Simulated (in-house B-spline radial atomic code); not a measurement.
Ionising neutral praseodymium with different functionals

Computed with a B-spline radial code for spherical atoms: four-component Dirac-Coulomb Hamiltonian, Fermi nucleus of rms radius 4.8919 fm, spin-restricted, spherical fractional occupations for the functionals. The ionisation energy is the difference of two self-consistent energies, [Xe] 4f3 6s2 → [Xe] 4f3 6s1, without Breit or QED terms; ε is the level of the shell that loses the electron (mean over j).

Hybrids are left out here: with spherical fractional occupations of an open shell their exact exchange keeps a self-interaction that integer-occupation calculations don't have.

```tsv
method	rung	ΔSCF (eV)	-ε(6s) (eV)
LDA VWN5	LDA	5.91	3.59
relativistic LDA	LDA	5.90	3.58
LDA PW92	LDA	5.91	3.59
LDA exchange-only	LDA	5.09	2.82
PBE	GGA	?	?
PBEsol	GGA	5.74	3.48
BLYP	GGA	5.65	3.32
RPBE	GGA	5.63	3.41
PW91	GGA	?	?
BP86	GGA	5.89	3.59
AM05	GGA	5.68	3.41
OLYP	GGA	5.36	3.14
```

(1) What does PBE give?

(2) What does PW91 give?

(3) How do they compare with the NIST value?

Answers

(1) ΔSCF 5.72 eV, and -ε(6s) = 3.46 eV.

(2) ΔSCF 5.75 eV, and -ε(6s) = 3.50 eV.

(3) NIST lists 5.470 eV (semi-empirical, ground level to ground level). Errors run from -0.38 to +0.44 eV; OLYP is closest (-0.11 eV), but part of that can be cancellation, since the calculations leave out Breit-QED terms, spin polarisation, the choice among j levels, multiplet and fine-structure energies.
